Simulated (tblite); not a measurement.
C2H12FPSi4.
Numbering: `[F:1][Si@:2]1([P:3]([SiH3:4])[SiH3:5])[CH2:6][CH2:7][SiH2:8]1` (hydrogens: H9, H10, H11 on Si4; H12, H13, H14 on Si5; H15, H16 on C6; H17, H18 on C7; H19, H20 on Si8)

The geometry is computed with GFN2-xTB (gas phase).

(1) List the bond lengths, angles and torsions at this level.

Answers

(1) 
```tsv
bond	length (Å)
F1–Si2	1.632
Si2–P3	2.235
P3–Si4, P3–Si5	2.225
Si2–C6	1.926
C6–C7	1.547
C7–Si8	1.924
Si2–Si8	2.337
Si4–H9 and 3 like bonds	1.461
Si4–H10, Si5–H13	1.467
C6–H15	1.090
C6–H16	1.088
C7–H17	1.090
C7–H18	1.089
Si8–H19	1.467
Si8–H20	1.469
```

Bonds in one row agree within 0.01 Å and their mean is given. A selection of angles:
```tsv
angle	degrees
F1–Si2–P3	103.1
F1–Si2–C6	108.4
F1–Si2–Si8	111.4
P3–Si2–C6	116.4
P3–Si2–Si8	135.7
C6–Si2–Si8	78.4
Si2–P3–Si4	100.1
Si4–P3–Si5	102.3
Si2–C6–C7	100.5
C6–C7–Si8	102.3
Si2–Si8–C7	77.3
```

Dihedral angles: F1–Si2–P3–Si4 171° (antiperiplanar); F1–Si2–C6–C7 -100° (anticlinal); Si2–C6–C7–Si8 -11° (synperiplanar); C6–C7–Si8–Si2 9° (synperiplanar); F1–Si2–Si8–C7 98° (anticlinal).

Si8 (SiH2 silicon) has angles from 77.3° to 122.7°. Si2 (fluorine-bound silicon) has angles from 78.4° to 135.7°. Si4 (SiH3 silicon) is tetrahedral (angles from 106.9° to 113.0°). P3 (three-coordinate phosphorus) is pyramidal (angles 102.3°, 100.1° and 99.4°, sum 301.8°, 1.02 Å off the plane of its three neighbours). The 4-membered ring Si2–C6–C7–Si8 has internal angles of 77.3° to 102.3°; it is puckered, 0.07 Å rms from its mean plane, widest ring torsion 11°.

Point group: C1 (no symmetry element, even within 0.4 Å). Its GFN2-xTB frequencies are all real (lowest 20 cm⁻¹). The numbers are those of one conformer.
